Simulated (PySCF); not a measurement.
How methods differ on the ionisation energy of Nb(26+)

Nb(26+) [Ne] 3s2 3p3 (4S) → Nb(27+) [Ne] 3s2 3p2 (3P), as a difference of total energies. Calculation: PySCF 2.14, in an even-tempered Gaussian basis (18 s from 3.4 bohr⁻², ratio 2.5; 12 p from 4.4 bohr⁻², ratio 2.5; 5 d from 19 bohr⁻², ratio 2.7; 4 f from 28 bohr⁻², ratio 2.7); scalar relativity by spin-free X2C-1e. Correlated levels: outer shells: 1s2 frozen; virtual orbitals above 40 to 60 times the deepest correlated orbital energy dropped. The calculations carry no spin-orbit coupling.

| method | ionisation energy (eV) |
| --- | --- |
| UHF | 1368.9 |
| LDA | 1369.5 |
| PBE | 1369.8 |
| PBE0 | 1369.9 |
| r2SCAN | 1370.5 |
| B3LYP | 1370.1 |
| BHandHLYP | 1370.0 |
| MP2 (outer shells) | 1369.4 |
| SCS-MP2 (outer shells) | 1369.2 |

Spin-orbit coupling is strong in these open shells (close to jj coupling). The scalar numbers leave it out and a first-order estimate fails, so it can dominate the gap to the real levels.

Breit and QED terms and the two-electron picture change are absent.

For comparison: 1368 ± 5 eV (semi-empirical (NIST evaluation); NIST Atomic Spectra Database, ionization energies).
